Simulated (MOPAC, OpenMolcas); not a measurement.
**How methods differ on CH3BFN (SMILES BN=CF)**

CH3BFN has 7 atoms, charge 0, and is taken as a singlet. As SMILES, `BN=CF`. The coordinates come from a PBE0-D4/def2-TZVP relaxation.

Quantity: the dipole moment, in D. The values are calculated.

```json
{"level": "PM3", "kind": "semi-empirical", "program": "MOPAC", "value (D)": "1.88"}
{"level": "HF/aug-cc-pVDZ", "kind": "Hartree–Fock", "program": "OpenMolcas", "value (D)": "1.66"}
{"level": "SVWN5/aug-cc-pVDZ", "kind": "LDA", "program": "OpenMolcas", "value (D)": "1.47"}
{"level": "PBE/aug-cc-pVDZ", "kind": "GGA", "program": "OpenMolcas", "value (D)": "1.48"}
{"level": "TPSS/aug-cc-pVDZ", "kind": "meta-GGA", "program": "OpenMolcas", "value (D)": "1.51"}
{"level": "M06-2X/aug-cc-pVDZ", "kind": "hybrid meta-GGA", "program": "OpenMolcas", "value (D)": "1.55"}
```

The values span 1.47 to 1.88 D. Magnitudes only.
